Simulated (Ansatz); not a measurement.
A run for Ansatz (a program for electronic structure): U-r2SCAN/def2-TZVPP on HS2 (SMILES [S]S), 2S+1 = 2, atoms moved off the minimum.

Ansatz 0.2 input:
```yaml
crystal:
  periodic: [false, false, false]
  atoms:
    - {symbol: S, position_ang: [0.88436301, -0.38147446, 0.00612738]}
    - {symbol: S, position_ang: [-0.72623025, 0.43422946, -0.00367569]}
    - {symbol: H, position_ang: [-1.62605349, -0.48993468, -0.09479873]}
basis:
  gaussian:
    orbitals: def2-TZVPP
hamiltonian:
  xc: {name: r2SCAN}
magnetization: {spin_polarized: true, initial_magnetization: 1}
output: {forces: true}
```

Output:

```
Functional definition: r2SCAN
[...]
integrals: 0.03 GiB planned
627 factors; their error is unknown
mean field: 0.29 GiB planned
mean field evaluation 1: about -21684.7315 eV, gradient 1.0e1 eV
mean field evaluation 2: about -21684.7173 eV, gradient 1.2e1 eV
mean field evaluation 4: about -21685.3211 eV, gradient 1.7e0 eV
mean field evaluation 8: about -21685.3340 eV, gradient 5.1e-2 eV
mean field evaluation 16: about -21685.3273 eV, gradient 3.9e-5 eV
mean field -21685.32729320 eV, -796.9210791822 hartree, gradient 4.0e-5 eV, S^2 0.756831; 0 other end points of the search recorded, 0 dependent functions left out
the calculation of the forces begins
reference -21685.32730154 eV, -796.9210794888 hartree; 17, 16 occupied and 81, 82 virtual orbitals, 627 factors
Total energy: -21685.32730154 eV, -796.9210794888 hartree
Atom 0 at     0.884363    -0.381474     0.006127 Å, force     4.624392    -2.462651     0.020663 eV/Å
Atom 1 at    -0.726230     0.434229    -0.003676 Å, force    -3.281133     4.058058     0.128760 eV/Å
Atom 2 at    -1.626053    -0.489935    -0.094799 Å, force    -1.343259    -1.595408    -0.149424 eV/Å
Dipole moment:    -0.319819    -0.051873    -0.015220 e Å
```

The calculation finished and met its thresholds.

Cost: very roughly 2.5 core-seconds.
